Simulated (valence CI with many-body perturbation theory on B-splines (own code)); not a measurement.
# Cs15+: key properties

Method: valence CI with perturbative core correlation (CI+MBPT): four valence electrons over a frozen Dirac-Fock core [Kr], a basis of 7 s, 7 p, 8 d, 6 f, 4 g, 1 h functions for each j, with the one-electron correlation potential Σ1 (screened to all orders), the two-electron term Σ2, the three-electron term Σ3, Breit, model QED; selected single and double excitations, second order for the rest, scaled by the run's own slope (own B-spline code, finite nucleus).

No measured levels were compared; by estimate terms of the open shell hold to 2 to 4 % of their energy, and close levels can change places. Excitations out of the core, of the other parity, are not computed and may begin above about 66.7 eV (a cautious bound); beyond it only levels of the ground parity were kept, without lifetimes.

Names give the largest LS component (configuration and term), which can be under half, so a name can repeat, a term be missing and a line seem to break the LS rules; names also repeat where a configuration has a term twice.

Rates and lifetimes use the calculated energies. Strong lines usually hold to 10 to 20 %, long lifetimes can be off by a factor of two.

**Question.** What is the ground level?

**Answer.** 4d⁴ ⁵D_0, composition 65 % 4d⁴ ⁵D + 32 % 4d⁴ ³P + 3 % 4d⁴ ¹S.

**Question.** How well does LS coupling describe the low levels?

**Answer.** Among the lowest 20 levels the leading LS term, summed over configurations, holds 64 % on average. For single configurations the figures are 64 % in LS and 68 % in jj coupling. Terms mix most in the J = 3 level at 76561 cm⁻¹, where the leading one holds 36 %.

**Question.** How is the term ⁵D of the ground level split?

**Answer.** J = 0 at 0, J = 1 at 9613, J = 2 at 17857, J = 3 at 24241, J = 4 at 28337 cm⁻¹.

**Question.** What is the ionisation energy?

**Answer.** 383.15 eV; NIST lists 382 ± 3 eV (theoretical).
